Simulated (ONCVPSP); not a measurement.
# rubidium (Rb): ONCV pseudisation with PBE, fully relativistic reference atom.

rubidium, optimised norm-conserving Vanderbilt (ONCV), made with ONCVPSP 4.0.1 (PBE, fully relativistic). Core [Ar] 3d10, reference 4s2 4p6 5s0.5 5p0.5. Waves: 4s+5s: rc 2.85 bohr, ncon 4, nbas 8, qcut 4.9 1/bohr, 2 projectors; 4p+5p: rc 2.40 bohr, ncon 4, nbas 7, qcut 5.3 1/bohr, 2 projectors; d scattering state at 0.23 Ha: rc 1.68 bohr, ncon 4, nbas 8, qcut 3.4 1/bohr, 2 projectors, debl 1.3 Ha; f scattering state at 0.38 Ha: rc 3.05 bohr, ncon 5, nbas 10, qcut 3.2 1/bohr, 2 projectors, debl 0.7 Ha. Local part: polynomial inside 1.68 bohr (lpopt 5, dvloc0 0 Ha). Core correction: Teter function, fcfact 4, rcfact 1.6.

Open shells are filled in proportion to 2j + 1.

All-electron outer shells of the reference configuration (PBE, scalar-relativistic, ld1.x):

```csv
shell,level (eV),outermost node (bohr),outermost maximum (bohr)
3d,-104.71,–,0.39
4s,-32.63,0.62,1.25
4p,-16.69,0.64,1.42
5s,-2.59,1.78,4.27
5p,-1.07,2.19,6.21
```

What the tests gave:

| Quantity | Value |
| --- | --- |
| Cutoffs needed | 7.0 Ha and 8.6 Ha (the cutoffs (Ha) at which the residual kinetic energy of the hardest occupied pseudo-wave falls to 1 and 0.1 mHa per electron) The cutoffs count occupied waves only; projector 1 of the d channel, the hardest unoccupied one, needs 26 Ha at the loose tolerance. |
| Ghost test | no bound ghost flagged; no localised positive-energy state flagged |
| Largest excitation error | -252 meV (all-electron minus pseudo) for 4s1 4p6 5s1 5p0, out of 4 test configurations |
| rms error of d²Exc/dni dnj | 6.13 mHa without and 3.01 mHa with the model core |

Generation and tests took about 9.2 s on one core of a shared server CPU.
